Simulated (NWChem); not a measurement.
System: C2H6GeO, singlet; SMILES C[O][Ge][CH3]

Input file for NWChem:

```
start job
memory heap 200 mb stack 900 mb global 1100 mb
geometry units angstroms noautoz
  Ge     0.449040    -0.679559     0.000158
  C     -1.573942    -0.863903     0.003234
  H     -1.828871    -1.929693    -0.000808
  H     -2.028838    -0.397511    -0.880189
  H     -2.022914    -0.406149     0.894279
  O      0.644366     1.119763    -0.002301
  C     -0.337723     2.139653    -0.003027
  H     -1.363131     1.750735     0.009387
  H     -0.195676     2.778506     0.878270
  H     -0.211606     2.763029    -0.897805
end
basis spherical
  * library def2-svp
end
dft
  xc xctpssh
  iterations 150
  mulliken
end
task dft energy
```

Low-valent species are run as closed-shell singlets; no triplet was tried in these runs. Geometry: optimised at B3LYP/6-31G* (spherical d).

Problem. Predict the main results of this run. (TPSSh/def2-SVP.) Quantities: energy (Ha); highest occupied level (eV); orbital gap (eV); dipole (D).

Solution. The energy (Ha) is -2231.64, the highest occupied level (eV) is -5.87 and the orbital gap (eV) comes out as 3.68. The dipole (D) comes out as 1.76.
